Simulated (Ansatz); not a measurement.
CH₅AlClNO, relaxed with RKS PBE0-D4/def2-TZVP in the Gaussian-basis code of Ansatz from a PBE-D4/def2-SVP geometry. The force threshold is 0.005 eV/Å; the program also tests the step.

Total charge 0; spin multiplicity 1. The bonds changed during the relaxation, so this is another structure than the one it started from.

Start:

```xyz
10

N     1.038    1.051   -1.502
Al   -0.413    0.407   -0.662
C    -0.101   -0.438    1.151
O    -1.027   -0.474    2.088
Cl   -0.607   -1.908   -0.626
H     0.966    1.740   -2.254
H     1.971    0.634   -1.511
H    -1.809    1.150   -0.860
H     0.820   -1.014    1.398
H    -0.836   -1.148    2.777
```

| step | energy (eV) | largest force (eV/Å) | largest move (Å) |
| --- | --- | --- | --- |
| 1 | -23766.2544 | 0.585 | 0.000 |
| 2 | -23766.2922 | 0.292 | 0.052 |
| 3 | -23766.2973 | 0.189 | 0.045 |
| 4 | -23766.2998 | 0.060 | 0.015 |
| 5 (rejected) | -23766.2996 | 0.066 | 0.026 |
| 6 | -23766.3004 | 0.016 | 0.013 |
| 7 (rejected) | -23766.3004 | 0.083 | 0.046 |
| 8 | -23766.3007 | 0.017 | 0.023 |
| 9 | -23766.3009 | 0.022 | 0.021 |
| 10 | -23766.3010 | 0.023 | 0.023 |
| 11 | -23766.3011 | 0.016 | 0.009 |
| 12 | -23766.3011 | 0.009 | 0.004 |
| 13 | -23766.3011 | 0.004 | 0.001 |

End:

```xyz
10

N     1.028    1.010   -1.503
Al   -0.419    0.399   -0.669
C    -0.113   -0.406    1.153
O    -1.031   -0.499    2.074
Cl   -0.559   -1.871   -0.614
H     0.998    1.794   -2.133
H     1.910    0.534   -1.590
H    -1.804    1.134   -0.868
H     0.814   -0.937    1.397
H    -0.823   -1.157    2.753
```

Hardware: 4 threads of an Intel Xeon 6975P-C on a shared host. Wall time 22 s, peak host memory 0.55 GiB.
